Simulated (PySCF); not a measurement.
# Nuclear quadrupole coupling in `OCC[C@@H]([SiH3])[SiH2]N[SiH3]`

C3H15NOSi3.
SMILES with atom numbers: `[OH:1][CH2:2][CH2:3][C@@H:4]([SiH3:5])[SiH2:6][NH:7][SiH3:8]` (hydrogens: H9 on O1; H10, H11 on C2; H12, H13 on C3; H14 on C4; H15, H16, H17 on Si5; H18, H19 on Si6; H20 on N7; H21, H22, H23 on Si8)

Structure used (GFN2-xTB), in Å, numbered top down from 1:
```xyz
23
C3H15NOSi3 angstrom
O     -3.0288   -1.0025   -1.5164
C     -2.9534   -0.9805   -0.1102
C     -1.5197   -1.1087    0.4072
C     -0.5997   -0.0002   -0.1072
Si    -0.9727    1.6863    0.6943
Si     1.2119   -0.5418    0.0915
N      2.2201    0.6777   -0.5983
Si     3.9423    0.6781   -0.7467
H     -2.5971   -1.8050   -1.8321
H     -3.3850   -0.0238    0.1883
H     -3.5700   -1.7880    0.3151
H     -1.5407   -1.1093    1.4986
H     -1.1350   -2.0858    0.0923
H     -0.7930    0.1009   -1.1811
H     -0.8933    1.5483    2.1519
H     -0.0080    2.6887    0.2331
H     -2.3106    2.1748    0.3442
H      1.5745   -0.7159    1.5027
H      1.4226   -1.8265   -0.6010
H      1.7427    1.3994   -1.1116
H      4.3851   -0.2070   -1.8313
H      4.3176    2.0622   -1.0380
H      4.4854    0.2054    0.5238
```

Field gradients from the PBE0/pcSseg-1 density (PySCF, non-relativistic), principal values in atomic units, ordered |Vxx| ≤ |Vyy| ≤ |Vzz|:

```tsv
atom	Vxx	Vyy	Vzz
O1	0.0634	1.8780	-1.9414
N7	0.2218	0.5622	-0.7840
```

Task: Find the asymmetry η = (Vxx − Vyy)/Vzz and the couplings χ = eQV/h (234.96 MHz × Q in barn × V in au), with Q(17O) = −0.0256 b, Q(14N) = 0.02044 b.

Result: 
| atom | environment | nucleus | η | χzz (MHz) | χxx (MHz) | χyy (MHz) |
| --- | --- | --- | --- | --- | --- | --- |
| O1 | alcohol oxygen | 17O | 0.93 | 11.68 | -0.38 | -11.30 |
| N7 | nitrogen bridging silicon atoms | 14N | 0.43 | -3.765 | 1.065 | 2.700 |

At O1 η is above 0.9: Vyy and Vzz are nearly equal in size and opposite in sign, so a small change could swap them and flip the sign of χzz. The tensor is traceless: Vxx + Vyy + Vzz = 0.

Task: What is Vzz at N7 in SI units (1 au = 9.71736 × 10²¹ V/m²)?

Result: -0.7840 au = -7.619 × 10²¹ V/m².

Were the hydrogens deuterons (Q(2H) = 0.00286 b), χzz would run from 103 kHz (H19) to 312 kHz (H9).

Geometry: GFN2-xTB, one conformer, isolated molecule. GFN2-xTB bond lengths can be off by several hundredths of an ångström, more for odd bonds, and the gradients follow them. A larger basis could move these couplings by a tenth or more.
